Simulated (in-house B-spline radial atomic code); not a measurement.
Configurations of Pr3+, with energies counted from [Xe] 4f2. Level of theory: scalar-relativistic (X2C) B97-1, spin-polarised, spherical fractional occupations, exact exchange averaged over the configuration, Fermi nucleus of rms radius 4.8919 fm; calculated with a B-spline radial code for spherical atoms. Shells without spins written out take the highest spin.

Occupations are held fixed; configurations that lie above the ionisation limit could autoionise.

```csv
configuration,E - E(ref) (eV),highest orbital,its <r> (bohr)
[Xe] 4f1 6s1,12.709,6s up,3.22
[Kr] 4d10 4f2 5s2 5p5 5d1,22.296,5d up,2.22
[Kr] 4d10 4f2 5s2 5p5 6p1,31.417,6p up,3.779
```

Question: Order these further configurations by energy, lowest first.
A. [Xe] 4f1 5d1
B. [Xe] 4f1 6d1
C. [Kr] 4d9 4f2 5s2 5p6 6p1
D. [Kr] 4d9 4f3 5s2 5p6

Answer: A (8.2901 eV), B (23.909 eV), D (109.05 eV), C (128.82 eV).
